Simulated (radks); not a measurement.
Q: B, configuration [He] 2s2 2p1. Calculated with a radial shooting solver on a logarithmic mesh with Libxc functionals: Dirac Kohn-Sham, PBE, spin-unpolarised, spherical densities, point nucleus; open shells fill j = l - 1/2 first. Some entries of the table are withheld. Estimate them.

| orbital | occ. | eigenvalue (eV) | <r> (bohr) | r(max) (bohr) |
|---|---|---|---|---|
| 1s1/2 | 2 | (1) | 0.3294 | 0.2104 |
| 2s1/2 | 2 | -9.4419 | 1.952 | 1.517 |
| 2p1/2 | 1 | -3.6079 | (2) | (3) |
| 2p3/2 | 0 | -3.6047 | (4) | (5) |

A: 
(1) 1s1/2 eigenvalue (eV): -180.5844
(2) 2p1/2 <r> (bohr): 2.301
(3) 2p1/2 r(max) (bohr): 1.577
(4) 2p3/2 <r> (bohr): 2.302
(5) 2p3/2 r(max) (bohr): 1.578
